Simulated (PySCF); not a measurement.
Molecule: [(E)-pent-2-en-3-yl]silane, C₅H₁₂Si, net charge 0, singlet state. 
Structure (B3LYP-D3(BJ)/def2-TZVP (Ansatz) minimum search):
SMILES: C(C)/C([SiH3])=C\C
```xyz
18

C     -2.5250     0.2124    -0.1326
C     -1.1707     0.7923     0.1369
C      0.0192     0.2472    -0.1452
Si     1.5758     1.1709     0.3044
C      0.1797    -1.1117    -0.7947
C      0.2477    -2.2443     0.2365
H     -2.4835    -0.7460    -0.6467
H     -3.1251     0.8998    -0.7359
H     -3.0690     0.0673     0.8056
H     -1.1891     1.7645     0.6238
H      2.4485     0.3515     1.1843
H      2.3679     1.4794    -0.9140
H      1.2378     2.4349     1.0009
H      1.0934    -1.1252    -1.3966
H     -0.6391    -1.3032    -1.4920
H     -0.6770    -2.2962     0.8136
H      1.0670    -2.0850     0.9398
H      0.4024    -3.2094    -0.2499
```

Dispersion corrections to the total energy (kcal/mol) from the dftd3 and dftd4 libraries through PySCF: D3(BJ) without and D4 with the three-body term, each with the damping fitted for the functional named.

| functional | D3(BJ) | D4 |
|---|---|---|
| r2SCAN | -3.03 | ? |
| CAM-B3LYP | -7.99 | -8.25 |
| BP86 | -15.80 | -12.86 |
| PW6B95 | -5.15 | -7.94 |
| PBE | -10.02 | -9.57 |
| LC-wPBE | -9.52 | ? |
| B2PLYP | -7.93 | ? |

### Question
Complete the blanks.

### Answer

- r2SCAN, D4: -2.59
- LC-wPBE, D4: -10.57
- B2PLYP, D4: -6.75
